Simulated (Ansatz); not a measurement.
Molecule: sum formula Si₂NH₅F, charge -1, multiplicity 1. It need not be the lowest isomer of its formula. Whether it binds its extra electron was not tested at this geometry. 
Structure (B3LYP-D3(BJ)/def2-TZVP (Ansatz, a program for electronic structure) minimum search):
```
N
H 1 1.0077
Si 1 1.6795 2 118.34
F 3 1.6416 1 111.73 2 43.34
H 3 1.4809 4 105.68 1 -121.20
H 3 1.4936 5 108.44 4 108.13
Si 1 1.8687 2 112.83 3 -145.01
H 7 1.5396 1 97.42 2 -146.15
H 7 1.5508 8 92.49 1 98.18
```
Charge -1, spin multiplicity 1.

Basis-set convergence of Hartree-Fock and MP2 correlation energies (hartree) with Ansatz. Correlated levels leave the core frozen unless marked. Spin-orbit coupling is left out. Non-relativistic.

| basis | functions | E(HF) | E(corr, MP2) |
|---|---|---|---|
| aug-cc-pV(D+d)Z | 155 | -734.78547 | -0.61284 |
| aug-cc-pV(T+d)Z | 317 | (withheld) | (withheld) |

Q: Fill in the missing entries.

A: 
- aug-cc-pV(T+d)Z, E(HF): -734.85747
- aug-cc-pV(T+d)Z, E(corr, MP2): -0.74627
